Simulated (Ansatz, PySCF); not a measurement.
C2H4F2Si, SMILES C=C(F)[SiH2]F. Atoms are numbered in the order given.

```xyz
9

C     -1.7164     0.2761     0.6007
C     -0.8061    -0.1900    -0.2537
F     -1.1860    -0.8740    -1.3621
Si     1.0566    -0.0022    -0.0974
F      1.3154     0.8350     1.2764
H     -1.3878     0.8233     1.4860
H     -2.7867     0.1231     0.4356
H      1.6073     0.7646    -1.2432
H      1.7129    -1.3293     0.0129
```
Charge 0, spin multiplicity 1.

The structure is a stationary point at B3LYP-D3(BJ)/def2-SVP. This is a generated structure with no PubChem entry under its InChIKey; it may be hypothetical. The values are those of a single conformer.

Two levels are set side by side: PBE-D3(BJ)/def2-SVP (Ansatz, a quantum-chemistry and plane-wave program) and B3LYP-D3(BJ)/def2-SVP (Ansatz). Each level has its own optimised geometry; the coordinates shown are those of the second. Frequencies come from the Hessian of PySCF at each geometry. Differences are taken from unrounded values.

| quantity | B3LYP-D3(BJ) |
|---|---|
| mean bond length (Å) | 1.419 |
| bond C1–C2 (Å) | 1.333 |
| bond C2–F3 (Å) | 1.357 |
| bond C2–Si4 (Å) | 1.879 |
| bond Si4–F5 (Å) | 1.630 |
| bond C1–H6 (Å) | 1.091 |
| bond C1–H7 (Å) | 1.094 |
| bond Si4–H8 (Å) | 1.485 |
| bond Si4–H9 (Å) | 1.485 |
| highest harmonic wavenumber (cm⁻¹) | 3261 |
| mean harmonic wavenumber (cm⁻¹) | 1140 |
| zero-point energy (kcal/mol) | 34.23 |

Problem. What does PBE-D3(BJ) give, and how far is it from B3LYP-D3(BJ)? (Estimate from the structure and the level; the computed values follow.)

Solution. 
```tsv
quantity	PBE-D3(BJ)	PBE-D3(BJ) minus B3LYP-D3(BJ)
mean bond length (Å)	1.429	0.010
bond C1–C2 (Å)	1.342	0.009
bond C2–F3 (Å)	1.361	0.004
bond C2–Si4 (Å)	1.886	0.007
bond Si4–F5 (Å)	1.641	0.012
bond C1–H6 (Å)	1.099	0.008
bond C1–H7 (Å)	1.102	0.008
bond Si4–H8 (Å)	1.499	0.014
bond Si4–H9 (Å)	1.499	0.014
highest harmonic wavenumber (cm⁻¹)	3200	-61
mean harmonic wavenumber (cm⁻¹)	1105	-36
zero-point energy (kcal/mol)	33.16	-1.07
```

Exact exchange shortens and stiffens bonds; PBE has none. Differences between two approximate levels are no errors against the true value.
